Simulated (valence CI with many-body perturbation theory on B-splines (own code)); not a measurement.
## Which ion has this spectrum?

A relativistic CI+MBPT calculation for an atom or ion with 7 electrons gives these levels (× 10³ cm⁻¹):

```tsv
J	Parity	E	g
3/2	odd	0.00	1.35
3/2	odd	3619.4	1.44
5/2	odd	3788.8	1.18
1/2	odd	4071.6	0.64
5/2	even	5562.8	1.47
1/2	even	6174.7	2.07
3/2	even	6187.1	1.19
3/2	odd	7701.3	1.29
3/2	even	9353.6	1.57
5/2	even	9633.3	1.28
1/2	even	9970.8	1.40
3/2	even	10057	1.04
3/2	odd	12204	1.31
1/2	even	13728	1.80
```

The energies are calculated, and their last digits are not significant.

Problem. Which is it?
A. La50+
B. Pr52+
C. Ce51+
D. Nd53+

Solution. C. Ce51+, ground level (2s^2 2p1/2^2 2p3/2) J=3/2.
